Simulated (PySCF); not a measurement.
Pt: electron affinity

Pt- [Xe] 4f14 5d9 6s2 (2D) → Pt [Xe] 4f14 5d9 6s1 (3D), as a difference of total energies. All numbers are calculated (PySCF 2.14, scalar relativity through the core potential, in def2-TZVPPD with the def2 core potential (60 electrons) (6s5p3d2f1g, 59 functions)). Correlated levels: valence: 5s2 5p6 frozen. The calculations carry no spin-orbit coupling.

| method | electron affinity (eV) | difference from reference (eV) |
| --- | --- | --- |
| UHF | 0.228 | -1.897 |
| MP2 (valence) | 1.713 | -0.412 |
| SCS-MP2 (valence) | 1.724 | -0.401 |
| CCSD (valence) | 1.554 | -0.571 |
| CCSD(T) (valence) | 1.695 | -0.430 |

Reference: 2.125 eV (measured; photodetachment measurements, as compiled on the Wikipedia data page of electron affinities).

The reference lies between the lowest fine-structure levels, while these numbers refer to the centres of the terms.

Errors of the correlated levels include the incompleteness of this basis and the frozen core.
